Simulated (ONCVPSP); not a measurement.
**sulfur (S): excitation energies, all-electron against ONCV**

sulfur, optimised norm-conserving Vanderbilt (ONCV), made with ONCVPSP 4.0.1 (PBE, scalar-relativistic). Core [Ne], reference 3s2 3p2 (charge +2). Waves: 3s: rc 1.15 bohr, ncon 5, nbas 8, qcut 6.4 1/bohr, 3 projectors, debl 2.2 Ha; 3p: rc 1.25 bohr, ncon 4, nbas 7, qcut 7.4 1/bohr, 2 projectors, debl 2.8 Ha; d scattering state at 0.25 Ha: rc 1.00 bohr, ncon 4, nbas 7, qcut 10.9 1/bohr, 2 projectors, debl 3.3 Ha. Local part: polynomial inside 0.90 bohr (lpopt 5, dvloc0 4 Ha). Core correction: Teter function, fcfact 2.25, rcfact 1.6.

Energies are relative to the spin-unpolarised reference configuration 3s2 3p2; without spin polarisation the order of configurations can differ from experiment.

Task: Give the all-electron excitation energy and the error of the potential for: 3s2 3p4; 3s2 3p3; 3s2 3p1; 3s2 3p3.5.

Result:

```csv
valence configuration,charge,ΔE all-electron (eV),error AE − PS (meV)
3s2 3p4,0,-34.052,+7.2
3s2 3p3,+1,-22.284,+2.9
3s2 3p1,+3,34.042,-0.9
3s2 3p3.5,+0.5,-29.393,+5.1
```

Levels in the configuration 3s2 3p3:

```csv
level,all-electron (eV),pseudo (eV)
3s,-27.630,-27.626
3p,-16.796,-16.799
```

Note: ghosts flagged at negative energy: s at -240.1 eV; GHOST(+) flagged for s at 438.3 eV. A true bound ghost makes a file unfit for plane-wave use.
